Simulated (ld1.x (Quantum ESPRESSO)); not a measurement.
# C: one change to a TM potential, before and after

| Property | Result |
| --- | --- |
| Element | C |
| Generator | ld1.x (Quantum ESPRESSO) 7.5 |
| Type | norm-conserving Troullier–Martins (Kleinman–Bylander form) |
| Functional | PBE |
| Relativity | non-relativistic |
| Frozen core | [He] |
| Valence charge | 4 |
| Reference configuration | 2s2 2p2 |
| Partial waves | 2p (bound): rc 2.30 bohr; 3d channel at -0.1 Ry: rc 1.75 bohr; 2s (bound): rc 0.95 bohr |
| Local potential | the s channel |
| Core correction | Bessel-smoothed model core, default radius (core density twice the valence density) |

All-electron outer shells of the reference configuration (PBE, non-relativistic, ld1.x):

| shell | level (eV) | outermost node (bohr) | outermost maximum (bohr) |
| --- | --- | --- | --- |
| 2s | -13.74 | 0.38 | 1.22 |
| 2p | -5.29 | – | 1.20 |

Change: all radii but the core radius scaled by about 1.33 (s 1.26, p 3.06, d 2.32 bohr).

Cutoffs: the cutoffs (Ry, on a coarse ladder) from which the occupation-weighted sum of valence levels, in a spherical-Bessel basis at the reference potential, stays within 10 and 1 mRy of its value at 400 Ry; they do not see the model core or the augmentation charge, which bear on the density cutoff. Errors are all-electron minus pseudo energies relative to the spin-unpolarised reference configuration.

Task: How do hardness, ghosts and transferability respond?

Result: The potential gets neither clearly harder nor softer (35 Ry and 90 Ry → 35 Ry and 80 Ry); the s channel sets the loose cutoff, while the largest relative change is in p, which becomes softer; of the 7 tests that both files solve, the error grows in 7 and shrinks in 0 by more than 15 % and 0.3 meV (median size 35.4 → 141.3 meV); neither file shows a bound ghost. More of the atom is replaced by a form fitted at one configuration, so other configurations suffer.

```tsv
quantity	base	changed
cutoff, loose	35 Ry	35 Ry
cutoff, tight	90 Ry	80 Ry
loose cutoff by channel (10 mRy a level)	p 21 Ry, s 30 Ry	p 15 Ry, s 30 Ry
bound ghosts	none	none
error for 2s2 2p1, meV [ΔE 10.87 eV]	+46	+141
error for 2s2 2p0, meV [ΔE 35.02 eV]	+451	+1168
error for 2s1 2p0, meV [ΔE 83.20 eV]	+902	+2201
error for 2s0 2p4, meV [ΔE 16.94 eV]	-35	-164
error for 2s2 2p2.3, meV [ΔE -1.16 eV]	+0.5	+2.2
error for 2s2 2p1.5, meV [ΔE 3.97 eV]	+6.2	+21
error for 2s1 2p3, meV [ΔE 8.46 eV]	-8.9	-41
```
